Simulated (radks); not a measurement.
Valence configurations of Co+ (all share [Ar]). Calculated with a radial shooting solver on a logarithmic mesh with Libxc functionals: non-relativistic Kohn-Sham, r2SCAN, spin-polarised, spherical densities, point nucleus; open shells are filled with parallel spins first; meta-GGA in the generalised Kohn-Sham scheme. Order these by energy: 3d6 4s2; 3d6 4p2; 3d7.5 4p0.5; 3d7.5 4s0.5; 3d6 4s0.5 4p1.5; 3d6 4s1 4p1; 3d7 4s1; 3d8; 3d5 4s1 4p2; 3d7 4p1.

Answer. From the lowest, in eV above it: 3d8 0.000; 3d7.5 4s0.5 0.225; 3d7 4s1 0.658; 3d7.5 4p0.5 2.771; 3d6 4s2 5.504; 3d7 4p1 6.215; 3d6 4s1 4p1 9.229; 3d6 4s0.5 4p1.5 12.406; 3d6 4p2 15.560; 3d5 4s1 4p2 21.603. NIST lists [Ar] 3d8 as the ground configuration; this level of theory agrees among the configurations tried. The energies are those of spherical high-spin densities, not of single terms.
